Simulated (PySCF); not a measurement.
SMILES O[Si](O)(CC[SiH2]N)O (C2H11NO3Si2) at its GFN2-xTB optimised geometry (Å):

```
19

Si     1.5325    -1.5557     0.0000
O      1.0353    -2.3868    -1.3102
O      3.1627    -1.5557     0.0000
O      1.0319    -2.3803     1.3131
C      0.8362     0.2149     0.0000
C     -0.6947     0.2557    -0.0019
Si    -1.3657     2.0268     0.0834
N     -3.0811     1.8948     0.2152
H      0.1689    -2.7815    -1.2934
H      3.6195    -1.4572    -0.8294
H      1.4630    -2.2201     2.1468
H      1.2021     0.7661    -0.8678
H      1.2010     0.7592     0.8728
H     -1.0572    -0.2458    -0.9016
H     -1.0677    -0.3251     0.8427
H     -0.8823     2.7815    -1.0897
H     -0.9455     2.7229     1.3028
H     -3.5705     1.2554    -0.3899
H     -3.6195     2.7388     0.3198
```

Calculation: PBE0/def2-SVP (PySCF 2.14.0). Cells within 0.4 Å of a nucleus heavier than hydrogen are left out (blank, or x).

Map of the deformation density (molecule minus spherical neutral atoms) (e/bohr³) on the plane z = 0.0 Å:

```
|22222222222222222222222222222|
|22222222222222222222222222222|
|22222222222222222222222222222|
|22222222222222222222222222222|
|22222222222222222222222222222|
|22222222222222222222222222222|
|22221111111122222222222222222|
|22221122110122222222222222222|
|22221394320121122222222222222|
|2222124x95xx10112222222222222|
|2222126x641x11111122222222222|
|22221393111573111212222222222|
|22221121112694212311222222222|
|222221111112xx86x311222222222|
|222222222112xx77x511122222222|
|22222222211231238941222222222|
|22222222221111125621343222222|
|22222222222211101xx28xx212222|
|22222222222221100xx28xx212222|
|22222222222222110001465222222|
|22222222222222111101222222222|
|22222222222222211111222222222|
|22222222222222222222222222222|
|22222222222222222222222222222|
|22222222222222222222222222222|
|22222222222222222222222222222|
|22222222222222222222222222222|
|22222222222222222222222222222|
|22222222222222222222222222222|
```
Scale: ten equal steps from -0.020 (start of '0') to 0.061 (end of '9'), in the order '0123456789'; x runs from -6.00 to 6.00, y from -6.00 (bottom) to 6.00 (top).
